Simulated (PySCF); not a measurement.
## Working out the ionisation energy of Ba

Ba [Xe] 6s2 (1S) → Ba⁺ [Xe] 6s1 (2S). Calculation: PySCF 2.14, in x2c-TZVPPall (11s7p6d2f1g, 85 functions); the spin-free X2C one-electron Hamiltonian (Gaussian nucleus). Frozen: [Kr] 4d10. Energies in hartree (1 hartree = 27.21139 eV):

```json
{"part": "UHF", "Ba (lower)": "-8131.600997", "Ba⁺ (upper)": "-8131.443991"}
{"part": "MP2 opposite-spin", "Ba (lower)": "-0.145913", "Ba⁺ (upper)": "-0.122398"}
{"part": "MP2 same-spin", "Ba (lower)": "-0.049269", "Ba⁺ (upper)": "-0.043545"}
```

Q: What does Hartree-Fock give?

A: (-8131.443991) − (-8131.600997) = 0.157006 hartree = 4.272 eV.

Q: What do MP2 and SCS-MP2 (6/5 opposite-spin, 1/3 same-spin) give?

A: The opposite-spin parts differ by 0.640 eV and the same-spin parts by 0.156 eV. MP2: 4.272 + (0.640) + (0.156) = 5.068 eV. SCS-MP2: 4.272 + 1.2 × (0.640) + (0.156)/3 = 5.092 eV.

Measured between the centres of the two terms (NIST): 5.212 eV, so MP2 (valence and next inner shell) is off by -0.144 eV.

What remains against the reference includes basis incompleteness, the frozen core and correlation beyond second order.
